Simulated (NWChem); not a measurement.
System: C3H5NO; SMILES C/C=N\C=O

The following NWChem deck was run.

```
start job
memory heap 200 mb stack 900 mb global 1100 mb
geometry units angstroms noautoz
  C     -0.733829    -1.704840     0.077248
  C      0.599476    -1.101515    -0.218805
  N      0.956963     0.100079    -0.045765
  C      0.166297     1.142691     0.391962
  O     -0.697489     1.682511    -0.250131
  H     -1.460107    -0.966924     0.441805
  H     -1.134850    -2.171562    -0.837087
  H     -0.622312    -2.514541     0.816909
  H      1.359972    -1.788470    -0.628541
  H      0.484668     1.508507     1.399639
end
basis spherical
  * library def2-tzvp
end
dft
  xc xpbe96 cpbe96
  iterations 150
  semidirect filesize 400000000
  mulliken
end
task dft energy
```

Output (shortened):

```
             Northwest Computational Chemistry Package (NWChem) 7.3.0
             --------------------------------------------------------

 C1  symmetry detected

                             Geometry "geometry" -> ""
                             -------------------------

 Output coordinates in angstroms (scale by  1.889725989 to convert to a.u.)

  No.       Tag          Charge          X              Y              Z
 ---- ---------------- ---------- -------------- -------------- --------------
    1 C                    6.0000    -0.80882044    -1.62016723     0.11277036
    2 C                    6.0000     0.54698287    -1.08726081    -0.21458083
    3 N                    7.0000     0.96350956     0.09923011    -0.07205806
    4 C                    6.0000     0.22972719     1.18709319     0.35445665
    5 O                    8.0000    -0.61702877     1.75417518    -0.28682149
    6 H                    1.0000    -1.49381484    -0.84115893     0.47169976
    7 H                    1.0000    -1.24510969    -2.08590751    -0.78578039
    8 H                    1.0000    -0.72472625    -2.41891908     0.86780267
    9 H                    1.0000     1.26789087    -1.81793401    -0.62023248
   10 H                    1.0000     0.58008546     1.55791642     1.34961171

 Effective nuclear repulsion energy (a.u.)     161.5083334363

  pbe96 is a nonlocal functional; adding pw91lda local functional.

                                 NWChem DFT Module
                                 -----------------

 Summary of "ao basis" -> "ao basis" (spherical)
 ------------------------------------------------------------------------------
       Tag                 Description            Shells   Functions and Types
 ---------------- ------------------------------  ------  ---------------------
 C                         def2-tzvp                11       31   5s3p2d1f
 N                         def2-tzvp                11       31   5s3p2d1f
 O                         def2-tzvp                11       31   5s3p2d1f
 H                         def2-tzvp                 4        6   3s1p

            General Information
            -------------------
          SCF calculation type: DFT
          Wavefunction type:  closed shell.
          No. of atoms     :    10
          No. of electrons :    38
           Alpha electrons :    19
            Beta electrons :    19
          Charge           :     0
          Spin multiplicity:     1
          Use of symmetry is: off; symmetry adaption is: off
          Maximum number of iterations: 150
          AO basis - number of functions:   185
                     number of shells:    75
          Convergence on energy requested:  1.00D-06
          Convergence on density requested:  1.00D-05
          Convergence on gradient requested:  5.00D-04

              XC Information
              --------------
          PerdewBurkeErnzerhof Exchange Functional  1.000
            Perdew 1991 LDA Correlation Functional  1.000 local
           PerdewBurkeErnz. Correlation Functional  1.000 non-local

             Grid Information
             ----------------
          Grid used for XC integration:  medium
          Radial quadrature: Mura-Knowles
          Angular quadrature: Lebedev.
          Tag              B.-S. Rad. Rad. Pts. Rad. Cut. Ang. Pts.
          ---              ---------- --------- --------- ---------
          C                   0.70       49          11.0       434
          N                   0.65       49          10.0       434
          O                   0.60       49          12.0       434
          H                   0.35       45          12.0       434
          Grid pruning is: on
          Number of quadrature shells:   470
          Spatial weights used:  Erf1

      Superposition of Atomic Density Guess
      -------------------------------------

 Sum of atomic energies:        -244.60888967

      Non-variational initial energy
      ------------------------------

 Total energy =    -247.357488
 1-e energy   =    -650.709299
 2-e energy   =     241.843478
 HOMO         =      -0.314679
 LUMO         =      -0.029830

------------------------------------------------------------
EAF file 0: "./job.aoints.0" size=705167360 bytes
------------------------------------------------------------
               write      read    awrite     aread      wait
               -----      ----    ------     -----      ----
     calls:     1345         0         0         0         0
   data(b): 7.05e+08  0.00e+00  0.00e+00  0.00e+00
   time(s): 0.00e+00  0.00e+00  0.00e+00  0.00e+00  0.00e+00
rate(mb/s): 0.00e+00  0.00e+00
------------------------------------------------------------

     ---------------------------------------------
      Total Density - Mulliken Population Analysis
     ---------------------------------------------

    Atom       Charge   Shell Charges
 -----------   ------   -------------------------------------------------------
    1 C    6     6.51   0.86  1.12  0.56  0.67  0.12  1.27  1.43  0.44  0.01  0.03  0.00
    2 C    6     5.65   0.86  1.12  0.55  0.59  0.09  1.04  1.03  0.25  0.03  0.08  0.01
    3 N    7     7.50   0.82  1.16  0.59  0.85  0.17  1.53  1.75  0.58  0.01  0.04  0.00
    4 C    6     5.34   0.86  1.12  0.53  0.57  0.12  0.94  0.84  0.19  0.05  0.10  0.02
    5 O    8     8.77   0.79  1.18  0.61  0.96  0.28  2.02  2.11  0.78  0.00  0.02  0.00
    6 H    1     0.83   0.24  0.45  0.12  0.02
    7 H    1     0.81   0.23  0.43  0.13  0.02
    8 H    1     0.81   0.23  0.43  0.13  0.02
    9 H    1     0.87   0.24  0.46  0.14  0.02
   10 H    1     0.91   0.24  0.47  0.18  0.02

[...]
```

Level: PBE/def2-TZVP. All runs use the structure optimised with PBE0/def2-SVP.
